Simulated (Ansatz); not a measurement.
BH5S2Si, relaxed with RKS PBE0-D4/def2-TZVP in the Gaussian-basis code of Ansatz from a PBE-D4/def2-SVP geometry. The force threshold is 0.005 eV/Å; the program also tests the step.

The species carries charge 0 and has multiplicity 1. The bonds changed during the relaxation, so this is another structure than the one it started from.

Start:

```xyz
9

Si   -0.346   -0.124   -1.406
B     0.190    0.544    0.425
S    -1.141    0.419    1.803
S     0.440   -0.959    1.726
H     0.826   -0.349   -2.333
H    -1.098   -1.431   -1.305
H    -1.262    0.868   -2.082
H     1.049    1.388    0.599
H     1.342   -0.355    2.572
```

(1) How much energy does the relaxation release, and in how many steps? (Estimate.)

(2) Which bonds change most? (Estimate.)

(3) Give the relaxed structure. (An estimate is asked.)

Results:

(1) The calculation gave: 4.99 kJ/mol, in 5 steps.

(2) Ansatz gave: S3–S4 from 2.099 to 2.045 Å; B2–S4 from 2.004 to 1.976 Å; S4–H9 from 1.376 to 1.352 Å; B2–H8 from 1.217 to 1.196 Å.

(3) Computed: 
```xyz
9

Si   -0.345   -0.122   -1.397
B     0.187    0.541    0.421
S    -1.113    0.401    1.803
S     0.427   -0.942    1.705
H     0.823   -0.352   -2.295
H    -1.090   -1.411   -1.287
H    -1.241    0.860   -2.072
H     1.029    1.373    0.597
H     1.323   -0.347    2.524
```
